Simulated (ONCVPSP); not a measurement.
**Configuration tests for rubidium (ONCV)**

rubidium, optimised norm-conserving Vanderbilt (ONCV), made with ONCVPSP 4.0.1 (PBE, scalar-relativistic). Core [Ar] 3d10, reference 4s2 4p6 5s0.75 5p0.25. Waves: 4s+5s: rc 2.15 bohr, ncon 3, nbas 6, qcut 7.2 1/bohr, 3 projectors, debl 2.2 Ha; 4p+5p: rc 2.80 bohr, ncon 5, nbas 8, qcut 4.2 1/bohr, 2 projectors; d scattering state at 0.46 Ha: rc 2.60 bohr, ncon 3, nbas 8, qcut 3.8 1/bohr, 3 projectors, debl 1.6 Ha. Local part: polynomial inside 1.70 bohr (lpopt 5, dvloc0 6 Ha). Core correction: polynomial model core, fcfact 0.25.

Energies are relative to the spin-unpolarised reference configuration 4s2 4p6 5s0.75 5p0.25; without spin polarisation the order of configurations can differ from experiment.

```json
{"valence configuration": "4s2 4p6 5s1 5p0", "charge": "0", "ΔE all-electron (eV)": "-0.373", "error AE − PS (meV)": "0.0"}
{"valence configuration": "4s2 4p6 5s0 5p0", "charge": "+1", "ΔE all-electron (eV)": "3.781", "error AE − PS (meV)": "-0.2"}
{"valence configuration": "4s2 4p6 5s0.5 5p0", "charge": "+0.5", "ΔE all-electron (eV)": "1.206", "error AE − PS (meV)": "-0.1"}
{"valence configuration": "4s2 4p6 5s0 5p1", "charge": "0", "ΔE all-electron (eV)": "1.147", "error AE − PS (meV)": "0.0"}
```
